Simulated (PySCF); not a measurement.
Steps of a relaxation of [Ce(NH3)3]3+

[Ce(NH3)3]3+ (singlet in the valence; each metal's 4f electrons, 1 of them, lie in its core potential, out of spins and levels). PySCF 2.14.0, RKS r2SCAN, Ce lcecp-1-SVP with ECP47, N def2-SVP, H def2-SVP; non-relativistic Hamiltonian with scalar-relativistic core potentials where named; density fitting; no spin-orbit coupling. Origin of the start: displaced along the imaginary mode. Columns: position (Å) and force (eV/Å). Energies are counted from the last step; some of the 4 steps are shown. Forces carry noise of the integration grid, about 0.01 to 0.03 eV/Å.

Run from Python with OMP_NUM_THREADS=2. Where DIIS fails, smearing, a level shift and second-order steps follow.
It took 34 s on 2 threads of Arm Neoverse V1, on a shared host, from the converged density of the start.

```xyz
13
step 0  E = 0.136 eV
Ce    0.0000    0.0000   -0.0040     0.00    0.00    0.00
N     2.5525    0.0011    0.0109     0.92    0.00    0.00
H     3.0010   -0.6749    0.7000    -0.31    0.69   -0.70
H     3.0056   -0.2603   -0.9164    -0.31    0.26    0.94
H     3.0039    0.9345    0.2500    -0.32   -0.95   -0.24
N    -1.2772    2.2100    0.0109    -0.45    0.80    0.00
H    -0.9160    2.9364    0.7000    -0.44   -0.61   -0.70
H    -1.2773    2.7331   -0.9164    -0.07   -0.40    0.94
H    -2.3112    2.1342    0.2500     0.98    0.20   -0.24
N    -1.2753   -2.2111    0.0109    -0.46   -0.79    0.00
H    -2.0850   -2.2615    0.7000     0.75   -0.07   -0.70
H    -1.7283   -2.4728   -0.9164     0.39    0.14    0.94
H    -0.6927   -3.0687    0.2500    -0.66    0.75   -0.24
```

```xyz
13
step 1  E = 0.000 eV
Ce    0.0000    0.0000   -0.0041     0.00    0.00    0.00
N     2.5537    0.0013    0.0111     0.03    0.00   -0.01
H     3.0047   -0.6536    0.6771    -0.01    0.00    0.02
H     3.0095   -0.2524   -0.8857    -0.01    0.00   -0.02
H     3.0069    0.9049    0.2421    -0.01    0.00    0.01
N    -1.2779    2.2109    0.0111    -0.01    0.03    0.00
H    -0.9363    2.9289    0.6771     0.01   -0.01    0.02
H    -1.2862    2.7325   -0.8857     0.01   -0.01   -0.02
H    -2.2872    2.1516    0.2421     0.00   -0.01    0.01
N    -1.2757   -2.2122    0.0111    -0.02   -0.02   -0.01
H    -2.0684   -2.2753    0.6771     0.01    0.01    0.02
H    -1.7233   -2.4802   -0.8857     0.01    0.01   -0.02
H    -0.7198   -3.0566    0.2421     0.01    0.01    0.01
```

```xyz
13
step 2  E = 0.000 eV
Ce    0.0000    0.0000   -0.0067     0.00    0.00    0.00
N     2.5538    0.0007    0.0104     0.01    0.00    0.00
H     3.0026   -0.6533    0.6791    -0.01    0.00    0.00
H     3.0089   -0.2521   -0.8873    -0.01    0.00    0.00
H     3.0054    0.9048    0.2432    -0.01    0.00    0.00
N    -1.2775    2.2113    0.0104    -0.01    0.01    0.00
H    -0.9355    2.9269    0.6791     0.01    0.00    0.00
H    -1.2861    2.7319   -0.8873     0.00    0.00    0.00
H    -2.2863    2.1504    0.2432     0.00   -0.01    0.00
N    -1.2763   -2.2121    0.0104     0.00   -0.01    0.00
H    -2.0670   -2.2737    0.6791     0.00    0.01    0.00
H    -1.7228   -2.4798   -0.8873     0.00    0.01    0.01
H    -0.7191   -3.0552    0.2432     0.01    0.01    0.00
```

Q: Where does the relaxation end?

A: It converges at step 3 in C3:
```xyz
13
step 3  E = 0
Ce    0.0000    0.0000   -0.0101
N     2.5537    0.0008    0.0105
H     3.0007   -0.6539    0.6794
H     3.0092   -0.2523   -0.8869
H     3.0039    0.9054    0.2435
N    -1.2776    2.2111    0.0105
H    -0.9340    2.9256    0.6794
H    -1.2861    2.7322   -0.8869
H    -2.2861    2.1488    0.2435
N    -1.2761   -2.2120    0.0105
H    -2.0666   -2.2717    0.6794
H    -1.7231   -2.4799   -0.8869
H    -0.7178   -3.0542    0.2435
```

Q: How did the contacts change?

A: 
| contact | start (Å) | end (Å) |
| --- | --- | --- |
| Ce1–N2 (NH3) | 2.553 | 2.554 |
| Ce1–N6 (NH3) | 2.553 | 2.554 |
| Ce1–N10 (NH3) | 2.553 | 2.554 |


No frequency check is given that shows the relaxed geometry to be a minimum. An lcecp potential fixes the number of 4f electrons, so in runs with it no electron can move into or out of that shell.
